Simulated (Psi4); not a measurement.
Pair of molecules, SMILES Cl with SMILES N#N (the first has 2 atoms); geometry from B3LYP-D3(BJ)/def2-TZVP.
(charge 0, multiplicity 1):
```xyz
4

Cl    -0.17971    -0.27931    -0.32261
H     -0.16222    -0.20767     0.95905
N     -0.12965    -0.07644     3.27837
N     -0.11347    -0.01473     4.36677
```

Method: SAPT0/jun-cc-pV(D+d)Z (Psi4).

Which attractive term is largest, and how does the interaction split up?

electrostatics -1.78, exchange 2.42, induction -0.70, dispersion -0.98, total -1.05 kcal/mol; the largest attraction is electrostatics.
